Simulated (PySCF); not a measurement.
A side-by-side comparison of computed properties.

First species: C4H11F3N2Si.
InChI=1S/C4H11F3N2Si/c5-4(6,7)3-9-1-2-10-8/h9H,1-3,8,10H2

Second species: H8OS3Si3.
Atom-mapped SMILES: `[SH:1][SiH2:2][O:3][SiH2:4][S:5][SiH2:6][SH:7]` (hydrogens: H8 on S1; H9, H10 on Si2; H11, H12 on Si4; H13, H14 on Si6; H15 on S7)

Levels: PBE0/pcSseg-1 for HOMO energy, LUMO energy and HOMO–LUMO gap. Geometries: GFN2-xTB. All species are isolated and taken at one optimised geometry, non-relativistic unless stated; the electronic structure was computed with PySCF and density fitting.

```
     property  column X  column Y
  HOMO energy  -6.93 eV  -7.51 eV
  LUMO energy   0.77 eV  -0.44 eV
HOMO–LUMO gap   7.70 eV   7.07 eV
```

(1) Which column belongs to which species?

(2) How does each property change from the first species to the second?

Answers

(1) Column X is the first species and column Y the second. The first has 21 atoms and 90 electrons, the second 15 and 106.

(2) HOMO energy -0.58 eV; LUMO energy -1.21 eV; HOMO–LUMO gap -0.63 eV.

One conformer stands for the species.
